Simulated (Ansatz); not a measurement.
Geometry optimisation, UHF/def2-SVP (Ansatz).

input.yaml

```yaml
crystal:
  periodic: [false, false, false]
  atoms:
    - { symbol: Al, position_ang: [0.0, 0.0, 0.0] }
    - { symbol: H, position_ang: [0.0, 0.0, 1.81] }
    - { symbol: F, position_ang: [1.4635, 0.0, -0.845] }
    - { symbol: F, position_ang: [-1.4635, 0.0, -0.845] }
    - { symbol: F, position_ang: [0.0, 0.0, 3.03] }
magnetization:
  spin_polarized: true
  initial_magnetization: 1
basis:
  gaussian: { orbitals: def2-SVP }
hamiltonian:
  xc: hf
relax:
  f_tol: 0.15
  max_steps: 25
  restrain:
    - { distance: [1, 4], at: 0.92, k: 30.0 }
    - { distance: [0, 1], at: 2.76, k: 30.0 }
```

Launched with:

```bash
$ ansatz run input.yaml --threads 1 --pin off --max-ram 2048MiB --backend cpu --events-out ev --progress --plain --runs-dir out
```

Where does it end, and by what steps?

The forces met the threshold. The restraints hold the end off the free minimum. After 5 steps the energy has fallen by 1.542 eV (the restraints' own energy left out); H2 moved furthest, 0.64 Å. Joined: H2–F5 (1.22 → 0.91 Å).

```csv
step,energy less start (eV),largest force component (eV/Å),accepted
0,0.0000,2.420,yes
1,-0.9518,4.888,yes
2,-0.7888,10.653,yes
3,-1.3410,1.487,yes
4,-1.5377,0.646,yes
5,-1.5423,0.606,yes
```

```xyz
5
Properties=species:S:1:pos:R:3
Al 0.000 0.046 -0.324
H 0.000 -0.021 2.445
F 1.418 -0.017 -1.162
F -1.418 -0.017 -1.162
F 0.000 0.008 3.353
```

Run time: 5.5 s on 1 thread of Arm Neoverse V1, with other jobs on the host, peak memory 0.12 GiB.
